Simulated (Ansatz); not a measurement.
Basis-set series for Cl2FGeO, SMILES `[O][Ge]([F])([Cl])[Cl]` radical. Total charge 0; spin multiplicity 2. The structure was optimised at the PBE0-D4/def2-TZVP level.

| functional | basis | functions | energy (Eh) | HOMO (eV) | LUMO (eV) |
| --- | --- | --- | --- | --- | --- |
| PBE0-D4 | def2-TZVPP | 194 | -3171.91214 | -9.94 | -5.49 |
| PBE0-D4 | def2-QZVPP | 343 | -3171.99376 | -9.98 | -5.52 |
| ωB97M-V | def2-TZVPP | 194 | -3172.44717 | -12.33 | -3.25 |
| ωB97M-V | def2-QZVPP | 343 | -3172.52543 | -12.38 | -3.31 |

(1) Give the rows for def2-SVP. (An estimate is asked.)

## Answers

(1) The calculation gave: 
```tsv
functional	basis	functions	energy (Eh)	HOMO (eV)	LUMO (eV)
PBE0-D4	def2-SVP	96	-3171.10753	-9.78	-5.38
ωB97M-V	def2-SVP	96	-3171.64367	-12.13	-3.05
```

HOMO and LUMO are taken over both spins. Scalar relativity is left out up to krypton.

Program: Ansatz 0.2.0.
